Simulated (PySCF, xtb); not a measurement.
H₃P₂, SMILES P[PH], multiplicity 2.

Harmonic wavenumbers (cm⁻¹) from GFN2-xTB run with xtb at its own minimum, in rising order: 250, 518, 626, 640, 883, 1108, 2215, 2242, 2317.

**Question.** What does PBE-D3(BJ)/def2-TZVP (PySCF 2.14.0) give at its own minimum? (The exact figures need the calculation; the answer reports its results.)

**Answer.** 309, 423, 581, 595, 867, 1046, 2298, 2306, 2344. Paired by order, the mean absolute difference is 55 cm⁻¹ and the zero-point energies are 15.4 and 15.4 kcal/mol.
